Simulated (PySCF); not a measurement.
Si(All)(F)2(H) (C₃H₆F₂Si), SMILES [SiH](F)(F)CC=C. Atoms are numbered in the order given.

```xyz
12

Si     0.8675    -0.1241     0.1896
F      2.1557    -0.5144    -0.7128
F      1.0496     1.4295     0.6129
C     -0.6907    -0.2943    -0.8218
C     -1.8791     0.2029    -0.0486
C     -2.7963    -0.5695     0.5424
H      0.8899    -0.9461     1.4176
H     -0.5489     0.2757    -1.7571
H     -0.8056    -1.3570    -1.0968
H     -1.9505     1.2915     0.0639
H     -2.7643    -1.6615     0.4651
H     -3.6169    -0.1363     1.1197
```

Geometry optimised at B3LYP-D3(BJ)/def2-SVP. Other conformers were not sampled.

Level of theory: TDA-PBE/def2-SVPD in PySCF 2.14.0.

Vertical excitations. 

```csv
state,energy (eV),λ (nm),f,main pairs
S1,6.27,198,0.121,"HOMO→LUMO+2 48 %, HOMO→LUMO 46 %"
S2,6.48,191,0.005,HOMO→LUMO+1 99 %
S3,6.60,188,0.002,HOMO→LUMO+3 99 %
S4,6.91,179,0.118,"HOMO−1→LUMO 43 %, HOMO→LUMO+2 35 %, HOMO→LUMO 15 %"
S5,7.30,170,0.037,HOMO→LUMO+4 95 %
S6,7.44,167,0.026,"HOMO→LUMO+5 79 %, HOMO−1→LUMO 15 %"
S7,7.59,163,0.012,HOMO−2→LUMO 79 %
S8,7.82,158,0.018,HOMO→LUMO+6 97 %
S9,8.05,154,0.240,"HOMO−2→LUMO 16 %, HOMO→LUMO 16 %, HOMO−1→LUMO 15 %, HOMO→LUMO+5 12 %"
S10,8.19,151,0.015,HOMO−3→LUMO 90 %
T1,4.27,290,0,HOMO→LUMO 95 %
T2,6.34,196,0,"HOMO→LUMO+1 62 %, HOMO→LUMO+2 30 %"
T3,6.39,194,0,"HOMO→LUMO+2 61 %, HOMO→LUMO+1 35 %"
T4,6.49,191,0,HOMO→LUMO+3 96 %
```
Triplets are in the Tamm–Dancoff approximation.
